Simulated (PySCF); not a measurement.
F2GaHO, SMILES [OH][Ga]([F])[F].

Geometry: PBE0-D3(BJ)/def2-SVP. One conformer was computed; it need not be the lowest.

The numbers are results of CAM-B3LYP/def2-TZVPD (PySCF), not measurements.

The molecule is in vacuum.

Problem. Estimate the frontier levels, gap, dipole moment and polarisability. (Estimate from the structure and the level; the computed values follow.)

Solution. 
| Property | Result |
|---|---|
| highest occupied level | -11.63 eV |
| lowest empty level | -1.24 eV |
| orbital gap | 10.39 eV |
| dipole moment | 2.04 D |
| quadrupole, principal values (traceless, Buckingham form, about the centre of nuclear charge) | -9.12, 2.16, 6.95 D·Å |
| mean static polarisability | 29.3 bohr³ (4.34 Å³) |
| polarisability, principal values | 24.1, 30.3, 33.3 bohr³ |
